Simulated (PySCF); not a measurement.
CH₃ClSSe. Atoms are numbered in the order given.

```xyz
7

Se     0.2561     0.0331     0.8253
Cl     0.7719     1.8565    -0.3860
S     -0.2140    -1.4642    -0.6768
C     -1.9344    -1.0512    -1.1490
H     -2.6076    -1.1222    -0.2845
H     -2.2275    -1.7863    -1.9140
H     -1.9635    -0.0412    -1.5795
```

The structure is a stationary point at B3LYP-D3(BJ)/def2-SVP. This is a generated structure with no PubChem entry under its InChIKey; it may be hypothetical. One conformer was computed; it need not be the lowest.

The numbers are results of PBE0/pcSseg-1 (PySCF), not measurements.

GIAO shieldings, no solvent; atoms alike by connectivity are averaged. δ = σ(ref) − σ: ⁷⁷Se against Me2Se (σ = 1740.1 ppm); ³⁵Cl against HCl (σ = 945.9 ppm); ³³S against H2S (σ = 716.7 ppm); ¹³C against TMS (σ = 186.3 ppm); ¹H against TMS (σ = 31.56 ppm), references at their B3LYP-D3(BJ)/def2-TZVP geometries, non-relativistic (without spin–orbit terms, shifts of atoms bonded to Cl or Br come out too high).

Computed chemical shifts:
```csv
nucleus,atoms,count,δ (ppm)
⁷⁷Se,Se1,1,1709.2
³⁵Cl,Cl2,1,131.1
³³S,S3,1,394.4
¹³C,C4,1,31.9
¹H,"H5, H6, H7",3,2.91
```
